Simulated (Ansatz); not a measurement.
BH4NO (SMILES NBO) moved off its minimum; all values from Ansatz (a first-principles code), cores frozen in correlated methods.
(charge 0, multiplicity 1)
```xyz
7

B     -0.3963    -0.3704     0.0501
H     -1.1927    -1.0993     0.6540
O      1.0493    -0.5976     0.5569
H      1.6971    -0.0730    -0.0220
N     -0.8329     0.8973    -0.5762
H     -1.6684     1.1144    -0.7880
H      0.0011     1.4494    -1.0407
```

Task: Give the forces (eV/Å), the total energy and the dipole at CCSD(T)/cc-pVTZ.

Result: 
| atom | Fx | Fy | Fz |
|---|---|---|---|
| B1 | 1.804 | 1.560 | 2.396 |
| H2 | 0.548 | 0.380 | -0.961 |
| O3 | -2.240 | 1.522 | -3.311 |
| H4 | -1.445 | -1.029 | 1.341 |
| N5 | 11.558 | -3.175 | 1.442 |
| H6 | -7.344 | 1.941 | -2.134 |
| H7 | -2.881 | -1.199 | 1.228 |
Energy -157.0305 hartree, dipole 3.09 D.
